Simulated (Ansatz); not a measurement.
`BCCS` + `[OH][Al]([Cl])[Cl]` → `B[O][Al]([Cl])[Cl]` + `CCS`  (ligand exchange at a B–C bond)

Gas-phase electronic energies from Ansatz, PBE0-D4/def2-TZVP geometries. CBS: MP2 limit from def2 TZ/QZ plus the TZ coupled-cluster correction, frozen cores. DFT in def2-TZVPP. B3LYP here is the variant with VWN-RPA as its local correlation; programs differ in this. Each species was taken in one conformer, which may not be the lowest.

Problem. Is it downhill or uphill in electronic energy at CCSD(T)/CBS, and by how much? (Best estimate.)

Solution. Ansatz gave: Downhill: ΔE = -32.9 kcal/mol.

Problem. What do these levels give: LDA (SPW92), revPBE-D4, B97M-V, B3LYP-D4, ωB97M-V, revPBE, r2SCAN, CAM-B3LYP, LC-ωPBE, HF/def2-SVP, MP2/def2-SVP, CCSD/CBS(def2)? (An estimate is asked.)

Solution. Ansatz gave: LDA (SPW92) -31.9, revPBE-D4 -31.2, B97M-V -33.7, B3LYP-D4 -34.4, ωB97M-V -32.8, revPBE -31.9, r2SCAN -33.1, CAM-B3LYP -34.9, LC-ωPBE -32.5, HF/def2-SVP -39.8, MP2/def2-SVP -38.5, CCSD/CBS(def2) -33.1 kcal/mol.

Largest T1 diagnostic among the species: 0.011.

In def2-TZVPP, CCSD(T) changes the Hartree–Fock value by +3.5 kcal/mol (the triples alone add +0.3 kcal/mol) and MP2 by +3.7 kcal/mol. At CCSD(T), def2-SVP lies −5.9 kcal/mol from the extrapolated value and def2-TZVPP −0.5 kcal/mol. From BLYP to BHLYP (50 % exact exchange), in def2-TZVPP and without D4, ΔE moves by −1.0 kcal/mol.
